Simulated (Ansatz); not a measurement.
Input and output for C4H10N2Si, SMILES `C=C[Si](N)(N)C=C`.

```yaml
crystal:
  periodic: [false, false, false]
  atoms:
    - {symbol: C, position_ang: [1.124542, -1.639266, 1.537715]}
    - {symbol: C, position_ang: [0.988324, -0.434902, 0.987930]}
    - {symbol: Si, position_ang: [-0.023771, -0.093039, -0.542512]}
    - {symbol: N, position_ang: [-1.009249, -1.480554, -0.785232]}
    - {symbol: N, position_ang: [0.850225, 0.095565, -2.010784]}
    - {symbol: C, position_ang: [-0.915116, 1.528650, -0.301114]}
    - {symbol: C, position_ang: [-1.018281, 2.161652, 0.865101]}
    - {symbol: H, position_ang: [0.619771, -2.508659, 1.125191]}
    - {symbol: H, position_ang: [1.748078, -1.814422, 2.410879]}
    - {symbol: H, position_ang: [1.537188, 0.389652, 1.443515]}
    - {symbol: H, position_ang: [-1.484372, -1.575829, -1.668708]}
    - {symbol: H, position_ang: [-1.573078, -1.837807, -0.030920]}
    - {symbol: H, position_ang: [1.205265, 1.004418, -2.259406]}
    - {symbol: H, position_ang: [1.474666, -0.633494, -2.317543]}
    - {symbol: H, position_ang: [-1.416780, 1.974532, -1.161177]}
    - {symbol: H, position_ang: [-0.552905, 1.773995, 1.767636]}
    - {symbol: H, position_ang: [-1.573607, 3.089108, 0.979630]}
basis:
  gaussian: {orbitals: cc-pVTZ-DK}
hamiltonian: {xc: {name: BLYP}}
output: {forces: true}
```

```sh
$ ansatz run in.yaml --threads 8 --pin off --events-out ev --progress --plain --max-ram 20889MiB
```

Shortened log:

```
Functional definition: BLYP
1885 factors; their error is unknown
mean field evaluation 1: about -15156.8383 eV, gradient 1.3e2 eV
mean field evaluation 2: about -15092.0864 eV, gradient 1.9e2 eV
mean field evaluation 4: about -15187.5711 eV, gradient 2.6e1 eV
mean field evaluation 8: about -15189.1361 eV, gradient 1.6e-1 eV
mean field evaluation 16: about -15189.0866 eV, gradient 1.2e-2 eV
mean field -15189.08657546 eV, -558.1886361153 hartree, gradient 1.8e-5 eV, S^2 0.000000; 0 other end points of the search recorded, 0 dependent functions left out
reference -15189.08701714 eV, -558.1886523470 hartree; 31, 31 occupied and 323, 323 virtual orbitals, 1885 factors
Total energy: -15189.08701714 eV, -558.1886523470 hartree
Relativity: scalar
Atom 0 at     1.124542    -1.639266     1.537715 Å, force     0.096778    -0.400256     0.236457 eV/Å
Atom 1 at     0.988324    -0.434902     0.987930 Å, force     0.080106     0.291500     0.020096 eV/Å
Atom 2 at    -0.023771    -0.093039    -0.542512 Å, force     0.018245     0.270177     0.270604 eV/Å
Atom 3 at    -1.009249    -1.480554    -0.785232 Å, force    -0.060517    -0.406984    -0.082149 eV/Å
Atom 4 at     0.850225     0.095565    -2.010784 Å, force     0.018801     0.001342    -0.414967 eV/Å
Atom 5 at    -0.915116     1.528650    -0.301114 Å, force    -0.056859     0.013435    -0.327163 eV/Å
Atom 6 at    -1.018281     2.161652     0.865101 Å, force    -0.077654     0.264859     0.383393 eV/Å
Atom 7 at     0.619771    -2.508659     1.125191 Å, force    -0.038733    -0.128226    -0.008942 eV/Å
Atom 8 at     1.748078    -1.814422     2.410879 Å, force     0.081474    -0.062470     0.120008 eV/Å
Atom 9 at     1.537188     0.389652     1.443515 Å, force     0.070967     0.105479     0.048785 eV/Å
Atom 10 at    -1.484372    -1.575829    -1.668708 Å, force    -0.196518    -0.057249    -0.278449 eV/Å
Atom 11 at    -1.573078    -1.837807    -0.030920 Å, force    -0.210164    -0.148768     0.226535 eV/Å
Atom 12 at     1.205265     1.004418    -2.259406 Å, force     0.145196     0.291561    -0.116038 eV/Å
Atom 13 at     1.474666    -0.633494    -2.317543 Å, force     0.242418    -0.221261    -0.130492 eV/Å
Atom 14 at    -1.416780     1.974532    -1.161177 Å, force    -0.072796     0.058911    -0.123054 eV/Å
Atom 15 at    -0.552905     1.773995     1.767636 Å, force     0.032744    -0.000285     0.124701 eV/Å
Atom 16 at    -1.573607     3.089108     0.979630 Å, force    -0.073487     0.128236     0.050675 eV/Å
Dipole moment:    -0.005480     0.005707    -0.066165 e Å
```

It took 26 s on 8 threads of an Intel Xeon on a shared host, with 0.65 GiB of host memory at the peak.
